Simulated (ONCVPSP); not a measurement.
Dy (Z = 66): ONCV pseudisation with PBE, non-relativistic reference atom.

The input file (ONCVPSP 4.0.1):

```
# ATOM AND REFERENCE CONFIGURATION
# atsym  z   nc   nv     iexc    psfile
  Dy 66.00    9    4        4      upf
#
#   n    l    f
    1    0    2.00
    2    0    2.00
    2    1    6.00
    3    0    2.00
    3    1    6.00
    3    2   10.00
    4    0    2.00
    4    1    6.00
    4    2   10.00
    4    3   10.00
    5    0    2.00
    5    1    6.00
    6    0    2.00
#
# PSEUDOPOTENTIAL AND OPTIMIZATION
# lmax
    3
#
#   l,   rc,      ep,       ncon, nbas, qcut
    0    2.55    0.00    3    7    4.40
    1    1.65    0.00    3    6    4.80
    2    2.20    0.04    4    8    4.50
    3    0.70    0.00    3    7   18.50
#
# LOCAL POTENTIAL
# lloc, lpopt,  rc(5),   dvloc0
    4    5    0.60    2.00
#
# VANDERBILT-KLEINMAN-BYLANDER PROJECTORs
# l, nproj, debl
    0    2    3.90
    1    2    0.60
    2    2    1.00
    3    1    3.80
#
# MODEL CORE CHARGE
# icmod, fcfact, rcfact
    0    0.00    0.00
#
# LOG DERIVATIVE ANALYSIS
# epsh1, epsh2, depsh
   -3.00    5.00    0.02
#
# OUTPUT GRID
# rlmax, drl
    6.00    0.01
#
# TEST CONFIGURATIONS
# ncnf
    4
# nvcnf
#   n    l    f
    4
    4    3   10.00
    5    0    2.00
    5    1    6.00
    6    0    1.00
#
    4
    4    3   10.00
    5    0    2.00
    5    1    6.00
    6    0    0.00
#
    4
    4    3    9.00
    5    0    2.00
    5    1    6.00
    6    0    0.00
#
    4
    4    3   11.00
    5    0    2.00
    5    1    6.00
    6    0    0.00
#
```

Command:

```bash
oncvpspnr.x < Dy.dat > Dy.out
```

Resulting log (shortened: citation, most of the input echo, consistency checks and plot data are left out):

```
ONCVPSP  (Optimized Norm-Conservinng Vanderbilt PSeudopotential)
scalar-relativistic version 4.0.1

#   n    l    f        energy (Ha)
    1    0    2.00    -1.8447882E+03
    2    0    2.00    -2.9554243E+02
    2    1    6.00    -2.8164284E+02
    3    0    2.00    -6.5352830E+01
    3    1    6.00    -5.9113037E+01
    3    2   10.00    -4.7488605E+01
    4    0    2.00    -1.2587496E+01
    4    1    6.00    -1.0115468E+01
    4    2   10.00    -5.6909383E+00
    4    3   10.00    -2.5680005E-01
    5    0    2.00    -1.5440313E+00
    5    1    6.00    -8.9882649E-01
    6    0    2.00    -1.2839194E-01

Reference configufation results
  iterations    36
  all-electron total energy (Ha)   -1.16446387D+04

Begin loop to  construct optimized pseudo wave functions
and semi-local pseudopoentials for all angular momenta

Calculating optimized projector #   1

 for l=   0

    Fraction of norm inside rc  0.978752
    Optimizing pswf for qcut=   4.40 a_B^-1,  ecut=   9.70 Ha
    Residual kinetic energy error=  1.73D-06 Ha

    Energy error per electron        Cutoff
         Ha          eV             Ha
         0.01000     0.27211        2.56
         0.00100     0.02721        3.74
         0.00010     0.00272        6.64
         0.00001     0.00027        8.60

Calculating optimized projector #   2

 for l=   0

    Fraction of norm inside rc  0.084354
    Optimizing pswf for qcut=   4.40 a_B^-1,  ecut=   9.70 Ha
    Residual kinetic energy error=  3.77D-06 Ha

    Energy error per electron        Cutoff
         Ha          eV             Ha
         0.01000     0.27211        2.01
         0.00100     0.02721        3.28
         0.00010     0.00272        7.25
         0.00001     0.00027        9.13

WARNING wellstate: negative energy specified for n= 6 l=  1
WARNING scattering state with energy  0.25000000
WARNING will be used for the first projector

   Wellstate for l =  1  n =  6
     eigenvalue =   0.2500
     asymptotic potential =   0.7500
     half-point radius =  4.4568

Calculating optimized projector #   1

 for l=   1

    Fraction of norm inside rc  0.593274
    Optimizing pswf for qcut=   4.79 a_B^-1,  ecut=  11.47 Ha
    Residual kinetic energy error=  2.12D-03 Ha

    Energy error per electron        Cutoff
         Ha          eV             Ha
         0.01000     0.27211        5.35
         0.00100     0.02721       20.48
         0.00010     0.00272       45.64
         0.00001     0.00027       99.88

Calculating optimized projector #   2

 for l=   1

    Fraction of norm inside rc  0.091933
    Optimizing pswf for qcut=   4.79 a_B^-1,  ecut=  11.47 Ha
    Residual kinetic energy error=  9.11D-04 Ha

    Energy error per electron        Cutoff
         Ha          eV             Ha
         0.01000     0.27211        4.65
         0.00100     0.02721       11.06
         0.00010     0.00272       25.20
         0.00001     0.00027       59.76

WARNING wellstate: moderately localized bound state found for n= 5 l=  2
WARNING scattering state with energy  0.05000000
WARNING will be used for the first projector

   Wellstate for l =  2  n =  6
     eigenvalue =   0.0500
     asymptotic potential =   0.5500
     half-point radius = 24.0961

   Wellstate for l =  2  n =  6
     eigenvalue =   1.0500
     asymptotic potential =   1.5500
     half-point radius =  3.6479

Calculating optimized projector #   1

 for l=   2

    Fraction of norm inside rc  0.060618
    Optimizing pswf for qcut=   4.51 a_B^-1,  ecut=  10.16 Ha
    Residual kinetic energy error=  2.49D-05 Ha

    Energy error per electron        Cutoff
         Ha          eV             Ha
         0.01000     0.27211        4.08
         0.00100     0.02721        6.68
         0.00010     0.00272        8.93
         0.00001     0.00027       12.50

Calculating optimized projector #   2

 for l=   2

    Fraction of norm inside rc  0.249822
    Optimizing pswf for qcut=   4.51 a_B^-1,  ecut=  10.16 Ha
    Residual kinetic energy error=  7.43D-04 Ha

    Energy error per electron        Cutoff
         Ha          eV             Ha
         0.01000     0.27211        7.39
         0.00100     0.02721        9.84
         0.00010     0.00272       14.80
         0.00001     0.00027       26.74

Calculating optimized projector #   1

 for l=   3

    Fraction of norm inside rc  0.492740
    Optimizing pswf for qcut=  18.48 a_B^-1,  ecut= 170.74 Ha
    Residual kinetic energy error=  2.29D-03 Ha

    Energy error per electron        Cutoff
         Ha          eV             Ha
         0.01000     0.27211      153.60
         0.00100     0.02721      250.76
         0.00010     0.00272      625.36

Construct Vanderbilt / Kleinmman-Bylander projectors

B matrix Hermiticity error, ll=   0
   1   2    7.0290E-10

  Orthonormal projector coefficients  2.9058E+01  8.0200E-01

B matrix Hermiticity error, ll=   1
   1   2   -2.5069E-08

  Orthonormal projector coefficients  1.9432E+01  1.5925E+00

B matrix Hermiticity error, ll=   2
   1   2    1.1788E-09

  Orthonormal projector coefficients  1.0663E+01  6.9220E-01

Pseudoatom total energy -149.078224

Diagnostic tests using Vanderbilt-Kleinman-Bylander pseudopotentials
  1 or more projectors used as specified by nproj input data

   l    rcore       rmatch      e in        delta e   norm test  slope test

   0   2.5581679   2.6358394  -1.5440313   0.0000035   1.0000182   1.0000198
   0   2.5581679   2.6358394  -0.1283919   0.0000022   1.0000145   0.9999787

   1   1.6530137   1.7032028  -0.8988265   0.0000828   1.0000094   1.0001653
   1   1.6530137   1.7032028   0.2500000   0.0000773   1.0000339   1.0000339

   2   2.2028226   2.2697051   0.0500000  -0.0000000   1.0000000   1.0000000
   2   2.2028226   2.2697051   1.0500000   0.0000000   1.0000000   1.0000000

   3   0.7026923   0.7240276  -0.2568000  -0.0005802   0.9999039   0.9992301

 Testing for bound ghosts
   n   l    E NL Schr. Eq   E Basis Diag.   E Cutoff

       0                      -28.126598     29.22  WARNING - GHOST(-)
   1   0       -1.544028       -1.543977     29.22
   2   0       -0.128390       -0.112836     29.22

       1                      -13.411019     56.39  WARNING - GHOST(-)
   2   1       -0.898744       -0.898175     56.39

   3   2       -0.068882       -0.056090     70.93

   4   3       -0.257380       -0.192201    435.74

 Testing for highly-localized positive-energy ghosts
       l    <radius>/rc     E Basis Diag.   E Cutoff

       0        0.227826        0.003091     29.22  WARNING - GHOST(+)

       2        0.197119        0.127702     70.93  WARNING - GHOST(+)

Test configuration 0

   n   l     f        eae           eps        diff
   1   0  2.0000-1844.78822500
   2   0  2.0000 -295.54243011
   2   1  6.0000 -281.64284460
   3   0  2.0000  -65.35283032
   3   1  6.0000  -59.11303737
   3   2 10.0000  -47.48860534
   4   0  2.0000  -12.58749635
   4   1  6.0000  -10.11546798
   4   2 10.0000   -5.69093826
   4   3 10.0000   -0.25680005   -0.25738029   -5.80D-04
   5   0  2.0000   -1.54403126   -1.54402773    3.53D-06
   5   1  6.0000   -0.89882649   -0.89874372    8.28D-05
   6   0  2.0000   -0.12839194   -0.12838978    2.16D-06

    Total energies and differences
      AE_ref= -1.16446387D+04  AE_tst= -1.16446387D+04  dif=  0.00D+00
      PS_ref= -1.49078224D+02  PS_tst= -1.49078224D+02  dif=  7.67D-13
      PSP excitation error= -7.67D-13

Test configuration 1

   n   l     f        eae           eps        diff
   1   0  2.0000-1845.01637759
   2   0  2.0000 -295.76991025
   2   1  6.0000 -281.87042772
   3   0  2.0000  -65.57962496
   3   1  6.0000  -59.33986321
   3   2 10.0000  -47.71551095
   4   0  2.0000  -12.81461851
   4   1  6.0000  -10.34262407
   4   2 10.0000   -5.91815838
   4   3 10.0000   -0.48395079   -0.48420201   -2.51D-04
   5   0  2.0000   -1.77150848   -1.77104840    4.60D-04
   5   1  6.0000   -1.12540659   -1.12496783    4.39D-04
   6   0  1.0000   -0.30320436   -0.30310731    9.71D-05

    Total energies and differences
      AE_ref= -1.16446387D+04  AE_tst= -1.16444247D+04  dif=  2.14D-01
      PS_ref= -1.49078224D+02  PS_tst= -1.48864316D+02  dif=  2.14D-01
      PSP excitation error=  7.86D-05

Test configuration 2

   n   l     f        eae           eps        diff
   1   0  2.0000-1845.28587481
   2   0  2.0000 -296.03814632
   2   1  6.0000 -282.13885095
   3   0  2.0000  -65.84659056
   3   1  6.0000  -59.60688623
   3   2 10.0000  -47.98268258
   4   0  2.0000  -13.08220156
   4   1  6.0000  -10.61026845
   4   2 10.0000   -6.18591823
   4   3 10.0000   -0.75147766   -0.75396630   -2.49D-03
   5   0  2.0000   -2.03921218   -2.03923309   -2.09D-05
   5   1  6.0000   -1.39089696   -1.39061294    2.84D-04

    Total energies and differences
      AE_ref= -1.16446387D+04  AE_tst= -1.16440251D+04  dif=  6.14D-01
      PS_ref= -1.49078224D+02  PS_tst= -1.48464673D+02  dif=  6.14D-01
      PSP excitation error=  8.82D-05

Test configuration 3

psatom: WARNING lschvkbb convergence error n,l,iter=   4   3  19
ea(ii),et,emin,emax -4.830340E-01 -5.313374E-01 -5.313374E-01 -5.313374E-01
run_config: WARNING for fully non-local PS atom, stg. 1
 WARNING no output for configuration 4

Test configuration 4

sratom: WARNING failed to converge
run_config: WARNING  for AE atom,
 WARNING no output for configuration 5
run_config: WARNING self-consistency failed to converge
```

oncvpspnr.x prints “scalar-relativistic version” in its banner although the run is non-relativistic.

Note: ghosts flagged at negative energy: s at -765.4 eV, p at -364.9 eV; GHOST(+) flagged for s at 0.08 eV, d at 3.5 eV. A true bound ghost makes a file unfit for plane-wave use.

The run took about 4.6 s on one core of a shared server CPU.
